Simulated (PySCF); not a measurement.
Task: Give a PBE0-D3(BJ)/def2-SVP geometry of `F[CH]([GeH3])[GeH3]`.

Result: 
Z-matrix in Å and degrees, rows numbered from 1:
```
F 
C   1  1.3924
Ge  2  1.9737  1  108.24
Ge  2  1.9743  1  108.11  3  -124.84
H   2  1.1046  1  108.22  3   117.66
H   3  1.5406  2  109.14  1   177.35
H   3  1.5377  2  109.05  1   -62.77
H   3  1.5380  2  109.26  1    57.10
H   4  1.5377  2  109.07  1    63.72
H   4  1.5406  2  109.25  1  -176.29
H   4  1.5380  2  109.10  1   -56.11
```

Ge3 (germanium bonded to C and 3 H) is tetrahedral (angles from 109.0° to 110.0°).

Computed, not measured: PBE0-D3(BJ)/def2-SVP geometry optimisation, gas phase (PySCF).

Point group: Cs (tolerance 0.08 Å). PBE0-D3(BJ)/def2-SVP frequencies: not computed here.

The run took 2.2 min of wall time on one thread, Arm Neoverse N1 (aarch64), shared host with 64 logical CPUs at a one-minute load of 57, and the process peaked at 0.53 GiB of memory. This is the geometry optimisation.
